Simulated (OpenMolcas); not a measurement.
# Pd3+ in a ligand field

Pd3+ with 6 ligands (oxide) in octahedral coordination (Oh) at 2.06 Å. A charge of +1.5 e stands 2.8 Å behind each ligand. Ligand basis ANO-RCC-VDZP.

```
Program             : OpenMolcas 26.06
Method              : SS-CASPT2, IPEA 0.25 Eh, imaginary shift 0.1 Eh (closed shells correlated: 4s 4p and the ligand valence shells)
Basis               : ANO-RCC-VDZP [6s5p3d1f]
Scalar Hamiltonian  : DKH2, point nucleus
Active space        : 7 electrons in 5 orbitals (4d)
State averaging     : 2S+1 = 4 even, 10 roots; 2S+1 = 2 even, 40 roots
Spin-orbit coupling : state interaction with AMFI integrals over the reference wave functions
```

The lowest spin-free states (labels of O, the rotations of Oh), above the lowest:

| State | Degeneracy | E (cm-1) |
| --- | --- | --- |
| 2E | 2 | 0 |
| 4T1 | 3 | 8410 |
| 2S+1 = 2 | 3 | 14440 |
| 2S+1 = 2 | 3 | 15000 |
| 2S+1 = 2 | 3 | 17160 |
| 2T2 | 3 | 23740 |
| 4T2 | 3 | 25830 |
| 2A1 | 1 | 29990 |
| 2S+1 = 2 | 3 | 32810 |
| 4T1 | 3 | 33130 |
| 2E | 2 | 33960 |
| 2S+1 = 2 | 3 | 34240 |
| 2S+1 = 2 | 3 | 37300 |
| 2S+1 = 2 | 3 | 39090 |
| 2A2 | 1 | 40310 |
| 4A2 | 1 | 45230 |
| 2E | 2 | 48410 |
| 2T1 | 3 | 53880 |
| 2E | 2 | 57470 |
| 2T2 | 3 | 63930 |

The lowest levels with spin-orbit coupling:

```json
{"E (cm-1)": "0", "Degeneracy": "4", "Label": "Γ8", "2S+1": "2", "g": ""}
{"E (cm-1)": "7060", "Degeneracy": "2", "Label": "", "2S+1": "4", "g": "4.24 4.24 4.24"}
{"E (cm-1)": "7980", "Degeneracy": "4", "Label": "Γ8", "2S+1": "4", "g": ""}
{"E (cm-1)": "9910", "Degeneracy": "2", "Label": "", "2S+1": "4", "g": "1.08 1.08 1.08"}
{"E (cm-1)": "10050", "Degeneracy": "4", "Label": "Γ8", "2S+1": "4", "g": ""}
{"E (cm-1)": "13830", "Degeneracy": "4", "Label": "Γ8", "2S+1": "2", "g": ""}
{"E (cm-1)": "15160", "Degeneracy": "2", "Label": "", "2S+1": "2", "g": "0.40 0.40 0.40"}
{"E (cm-1)": "15620", "Degeneracy": "4", "Label": "Γ8", "2S+1": "2", "g": ""}
{"E (cm-1)": "16130", "Degeneracy": "2", "Label": "", "2S+1": "2", "g": "1.62 1.62 1.62"}
{"E (cm-1)": "17410", "Degeneracy": "4", "Label": "Γ8", "2S+1": "2", "g": ""}
{"E (cm-1)": "18410", "Degeneracy": "2", "Label": "", "2S+1": "2", "g": "0.34 0.34 0.34"}
{"E (cm-1)": "23920", "Degeneracy": "2", "Label": "", "2S+1": "2", "g": "1.03 1.03 1.03"}
{"E (cm-1)": "24570", "Degeneracy": "4", "Label": "Γ8", "2S+1": "2", "g": ""}
{"E (cm-1)": "25980", "Degeneracy": "4", "Label": "Γ8", "2S+1": "4", "g": ""}
{"E (cm-1)": "26110", "Degeneracy": "2", "Label": "", "2S+1": "4", "g": "2.41 2.41 2.41"}
{"E (cm-1)": "26880", "Degeneracy": "4", "Label": "Γ8", "2S+1": "4", "g": ""}
{"E (cm-1)": "27200", "Degeneracy": "2", "Label": "", "2S+1": "4", "g": "2.87 2.87 2.87"}
{"E (cm-1)": "30590", "Degeneracy": "2", "Label": "", "2S+1": "2", "g": "2.12 2.12 2.12"}
{"E (cm-1)": "32880", "Degeneracy": "2", "Label": "", "2S+1": "2 (50 %)", "g": "1.52 1.52 1.52"}
{"E (cm-1)": "33080", "Degeneracy": "4", "Label": "Γ8", "2S+1": "4 (79 %)", "g": ""}
```

Powder χT (cm3 K/mol): 0.482 at 2 K, 0.483 at 10 K, 0.487 at 50 K, 0.493 at 100 K, 0.504 at 200 K, 0.515 at 300 K. The effective moment at 300 K is 2.828 √(χT) = 2.03 μB.

The lowest level has 2S+1 = 2, for which the spin-only value is χT = S(S+1) / 2 = 0.375 cm3 K/mol (g = 2). The computed 0.515 at 300 K differs by +0.140, through orbital momentum, spin-orbit coupling and any other state in reach.

Roots that are degenerate in the reference are averaged as groups; the widest CASPT2 spread within a group is 550 cm-1 (the 2-fold group of multiplicity 2 near 34000 cm-1 above the lowest state of its run). Shifts and gaps below about the spread of the groups concerned are not significant. Over all roots computed the reference weight is 0.56 to 0.59; a low but even weight reflects the number of correlated electrons. An orbital doublet at a regular site is open to a Jahn-Teller distortion, which this geometry leaves out. This shell can be high or low spin here, a state of another spin lies low, and with metal d orbitals alone active their balance is uncertain, so the ground spin may be wrong, although the usual error favours high spin. The least metal-like active orbital is 72 % on the metal (Löwdin) and no ligand orbital is active, so the numbers are rough. The oxide ions are held by bare point charges, a crude embedding. Ligand-to-metal charge-transfer states are missing. With no ligand orbital active B as a rule stays too high, so bands that hang on it stand too high and its fall with covalency is understated. With one d shell and no ligand orbital active, 10Dq can be off by a tenth or more. The distance lies 4 % under the 2.14 Å that this model takes as the normal distance (a Shannon-type radius plus a fixed donor radius); by an R⁻⁵ law this alone changes a d-shell field by about +21 %. No measured value stands beside these numbers; the geometry is a model, was not optimised and need not be the one that this ion takes.

A state without a sure symmetry label is named by its multiplicity alone.
